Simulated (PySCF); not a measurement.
**How methods differ on the ionisation energy of F⁺**

F⁺ [He] 2s2 2p4 (3P) → F²⁺ [He] 2s2 2p3 (4S), as a difference of total energies. Calculation: PySCF 2.14, in aug-cc-pCVTZ-DK; scalar relativity by spin-free X2C-1e. Correlated levels: valence: 1s2 frozen; valence and next inner shell: nothing frozen. The calculations carry no spin-orbit coupling.

```tsv
method	ionisation energy (eV)
UHF	33.367
LDA	35.252
PBE	35.415
PBE0	35.241
r2SCAN	35.102
BHandHLYP	35.174
B3LYP	35.544
M06-2X	34.978
TPSS	35.471
MP2 (valence)	34.617
SCS-MP2 (valence)	34.727
MP2 (valence and next inner shell)	34.643
SCS-MP2 (valence and next inner shell)	34.740
```

A first-order spin-orbit estimate (lowest level to lowest level, LS coupling) adds 0.020 eV.

Errors of the correlated levels include the incompleteness of this basis and the frozen core.

**Question.** Which method comes closest to the reference value, and which is furthest?

**Answer.** The reference is 34.971 eV (measured; NIST Atomic Spectra Database, ionization energies). Closest: M06-2X (error 0.027 eV); furthest: UHF (error -1.584 eV), both after the spin-orbit estimate.
